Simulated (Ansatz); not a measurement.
Basis-set extrapolation for H₉N₃Si₂, SMILES `N[SiH](N)N[SiH3]` (PBE0-D4/def2-TZVP geometry, frozen core, the Gaussian-basis code of Ansatz). Multiplicity 1, RHF reference.

```
                      def2-TZVPP   def2-QZVPP
                 HF  -746.683936  -746.711473
    MP2 correlation    -0.893223    -0.958609
CCSD(T) correlation    -0.979228      not run
```

Energies in hartree. Use E(X) = E(∞) + A·exp(−7.88·√X) for Hartree–Fock and E(X) = E(∞) + B·X^(−2.97) for correlation, with X = 3 and 4, and add CCSD(T) minus MP2 of the smaller set to the MP2 limit.

What is the CCSD(T) energy at the basis-set limit?

HF limit: -746.711473 + (-0.027537) × 0.13774 = -746.71527. MP2 limit: -0.958609 + (-0.065386) × 0.74074 = -1.00704. Higher-order term: -0.979228 − (-0.893223) = -0.08600. Total: -747.80831 hartree, 381.1 kJ/mol below CCSD(T)/def2-TZVPP.
